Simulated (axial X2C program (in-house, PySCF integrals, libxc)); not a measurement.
Excited states of LiSn⁺ by EOM-EE-CCSD

Computed with an axial X2C code built on PySCF integrals: two-component X2C with atomic mean-field Coulomb and Gaunt terms, Gaussian nuclei, basis Sn dyall-acv3z, Li dyall-acv3z with contracted cores.

R = 2.976 Å (near the PBE0 minimum at charge 1 of the determinant lowest at the starting distance; the state shown can have its own minimum elsewhere).

Hartree–Fock spinors of LiSn⁺ (one of each Kramers pair; a window near the gap, which can cut inner shells):

| ω | occupied | ε (eV) | character |
| --- | --- | --- | --- |
| 1/2 | yes | -18.84 | 79% Sn s, 10% Li p, 6% Li d |
| 1/2 | yes | -11.64 | 80% Sn p, 8% Li s, 7% Li p |
| 1/2 | no | -4.73 | 71% Sn p, 12% Li s, 10% Li p |
| 3/2 | no | -4.50 | 77% Sn p, 16% Li p, 6% Li d |
| 1/2 | no | -3.68 | 44% Li s, 31% Li p, 13% Sn p |
| 1/2 | no | -2.41 | 68% Li p, 14% Sn d, 9% Sn p |
| 3/2 | no | -2.33 | 66% Li p, 14% Sn d, 11% Sn p |
| 1/2 | no | -2.04 | 42% Li p, 31% Li s, 14% Sn s |

Vertical excitation energies from the closed-shell determinant state of LiSn⁺:

```json
{"Ω": "0⁻", "excitation (eV)": "0.126", "cm⁻¹": "1017", "hole of the leading pair": "58% Sn pσ, 21% Sn pπ, 8% Li sσ", "particle of the leading pair": "67% Sn pπ, 17% Sn pσ", "weight of the pair (for Ω = 0 its time-reversed partner can hold as much again)": "0.48", "singles weight": "0.97"}
{"Ω": "1", "excitation (eV)": "0.254", "cm⁻¹": "2048", "hole of the leading pair": "58% Sn pσ, 21% Sn pπ, 8% Li sσ", "particle of the leading pair": "67% Sn pπ, 17% Sn pσ", "weight of the pair (for Ω = 0 its time-reversed partner can hold as much again)": "0.67", "singles weight": "0.96"}
{"Ω": "0⁺", "excitation (eV)": "0.484", "cm⁻¹": "3906", "hole of the leading pair": "58% Sn pσ, 21% Sn pπ, 8% Li sσ", "particle of the leading pair": "66% Sn pπ, 18% Sn pσ", "weight of the pair (for Ω = 0 its time-reversed partner can hold as much again)": "0.46", "singles weight": "0.93"}
{"Ω": "2", "excitation (eV)": "0.550", "cm⁻¹": "4439", "hole of the leading pair": "58% Sn pσ, 21% Sn pπ, 8% Li sσ", "particle of the leading pair": "87% Sn pπ, 7% Li dπ, 6% Li pπ", "weight of the pair (for Ω = 0 its time-reversed partner can hold as much again)": "0.92", "singles weight": "0.92"}
{"Ω": "1", "excitation (eV)": "0.973", "cm⁻¹": "7852", "hole of the leading pair": "58% Sn pσ, 21% Sn pπ, 8% Li sσ", "particle of the leading pair": "87% Sn pπ, 7% Li dπ", "weight of the pair (for Ω = 0 its time-reversed partner can hold as much again)": "0.68", "singles weight": "0.96"}
{"Ω": "0⁻", "excitation (eV)": "3.906", "cm⁻¹": "31501", "hole of the leading pair": "58% Sn pσ, 21% Sn pπ, 9% Li sσ", "particle of the leading pair": "54% Li sσ, 13% Sn pσ, 11% Sn sσ", "weight of the pair (for Ω = 0 its time-reversed partner can hold as much again)": "0.48", "singles weight": "0.96"}
{"Ω": "1", "excitation (eV)": "3.919", "cm⁻¹": "31606", "hole of the leading pair": "58% Sn pσ, 21% Sn pπ, 9% Li sσ", "particle of the leading pair": "54% Li sσ, 13% Sn pσ, 11% Sn sσ", "weight of the pair (for Ω = 0 its time-reversed partner can hold as much again)": "0.95", "singles weight": "0.96"}
```

This point took 41 s on 1 thread of AMD EPYC 7R43 64-Core Processor (Zen 3) (shared host).

Reference electrons by ω block (each with its −ω partner): 1/2: 17, 3/2: 7, 5/2: 2. 14 electrons of LiSn⁺ correlated (inner shells frozen), 88 natural virtual spinors (a truncated set); levels can be off by some tenths of an eV. Roots sought by Ω: (0: 5, 1: 4, 2: 3, 3: 1); the list ends where they run out and leaves out roots under 60 % singles weight. The solver can skip a root, and states that need a further excitation, which the method places far too high, are missing though they may lie low or lowest. T1 of the reference 0.024 (Lee–Taylor). Number of frozen shells: Sn 4 s, 3 p, 1 d; Li 1 s. Large amplitudes in the reference (orbital relaxation or multireference character) lower the reliability.
